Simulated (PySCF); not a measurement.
Vertical excitations of a molecule C₂H₉ClOSi₂ from TDA-ωB97X/def2-SVPD (PySCF), as energy in eV (oscillator strength): 6.82 (0.045), 7.02 (0.019), 7.79 (0.004), 8.07 (0.053), 8.14 (0.022), 8.32 (0.066). Lowest triplet (TDA): 6.06 eV. The structure is a stationary point at r2SCAN-D4/def2-SVP. The values are those of a single conformer.

Which molecule gave these data?
A) COC[SiH2][SiH2]Cl
B) O[SiH2]CC[SiH2]Cl
C) C[Si@@H](Cl)[C@@H](O)[SiH3]
D) CO[Si@H](Cl)[SiH2]C

D, CO[Si@H](Cl)[SiH2]C
